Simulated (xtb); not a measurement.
Job for xtb: GFN1-xTB on AgC, 2S+1 = 4, a spin state set in the input, which need not be the lowest, a point of a bond scan (R = 1.922 Å).

```
$ xtb mol.xyz --gfn 1 --sp --chrg 0 --uhf 3
2

Ag     0.00000000     0.00000000     0.00000000
C      0.00000000     0.00000000     1.92195500
```

Task: Predict the final total energy.

Result: -5.6308 hartree.
